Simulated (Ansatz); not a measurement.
Ansatz (a first-principles code) input:

Ansatz 0.2 input:
```yaml
crystal:
  periodic: [false, false, false]
  atoms:
    - {symbol: Si, position_ang: [0.04966104, -0.01032752, -0.09465304]}
    - {symbol: O, position_ang: [0.76982139, -0.16009225, -1.46726546]}
    - {symbol: O, position_ang: [-1.60115459, 0.34475914, -0.17511550]}
    - {symbol: O, position_ang: [0.09326868, -1.37538737, 0.90157134]}
    - {symbol: O, position_ang: [0.64876703, 1.20929081, 0.91100901]}
    - {symbol: H, position_ang: [-1.91999050, 0.03442363, -1.02674617]}
    - {symbol: H, position_ang: [0.85776760, -1.89598650, 0.64126917]}
    - {symbol: H, position_ang: [1.08134826, 1.85758556, 0.34902443]}
basis:
  gaussian:
    orbitals: def2-TZVPD
hamiltonian:
  xc: {name: r2SCANh}
total_charge: -1
output: {forces: true}
```

Q: Predict the final energy.

A: -592.40811 Eh (r2SCANh/def2-TZVPD). The basis has 230 functions.

It need not be the lowest isomer of its formula. Whether it binds its extra electron was not tested at this geometry.
